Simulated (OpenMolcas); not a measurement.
## Levels of As⁺ by method

```yaml
Program: OpenMolcas 26.06
Basis: ANO-R1 [5s4p3d1f]
Scalar_Hamiltonian: X2C, finite nucleus
Active_space: 2 electrons in 3 orbitals (4p)
State_averaging: 2S+1 = 3 even, 3 roots; 2S+1 = 1 even, 6 roots
Spin-orbit_coupling: state interaction with AMFI integrals over the reference wave functions, term energies averaged over their components
```

Methods on the same reference wave functions:
A. CASSCF
B. SS-CASPT2, IPEA 0.25 Eh, imaginary shift 0.1 Eh (closed shells correlated: 3d 4s)

Energies in cm⁻¹ above 4s² 4p² ³P₀, the measured ground level; measured values from NIST Handbook of Basic Atomic Spectroscopic Data.

| Level | A | B | Measured |
| --- | --- | --- | --- |
| 4s² 4p² ³P₀ | 0.0 | 0.0 | 0.0 |
| 4s² 4p² ³P₁ | 925 | 950 | 1063 |
| 4s² 4p² ³P₂ | 2344 | 2360 | 2541 |
| 4s² 4p² ¹D₂ | 12443 | 11430 | 10096 |
| 4s² 4p² ¹S₀ | 28313 | 24540 | 22599 |

Deviations, from unrounded energies. A percentage is the sum of absolute deviations over the sum of measured energies, with the sign that they share, or ± where signs differ.

```csv
Against measurement,Levels,A,B
mean absolute deviation (cm-1),4,2100,890
fine structure of the ground term (%),2,-9.3,-8.3
other terms of the ground configuration (%),2,+24.7,+10.0
```

B lies closest to measurement on these levels. The largest miss of B in the table is 4s² 4p² ¹S₀, by +1900 cm-1. The ranking rests on the paired levels alone, and a cruder setting can come out closer through cancelling errors.

From A to B the spin-free energies of the other terms of 4s² 4p² shown, above ³P, scale by factors of 0.86 to 0.90.

The lowest spin-free term lies below A's lowest term by 0.415 hartree in B.

CASPT2 does not keep the components of a term degenerate, so their means are used; among the terms shown or strongly mixed into the levels shown the widest spread is 110 cm-1 (4s² 4p² ¹D, B). With the s shell closed, the reference lacks s² → p² mixing. Without dynamic correlation excited terms often stand tens of per cent too high (terms of higher spin than the ground term too low), and those without a measured partner can miss by more than the paired ones (holds for A). Measured partners are found by configuration, term and J. A level has none where our copy of the source lacks it or the pairing is in doubt (some pairs that miss far off the trend of their configuration count as doubtful), and it then counts in no deviation. Levels of configurations outside the active space are missing.
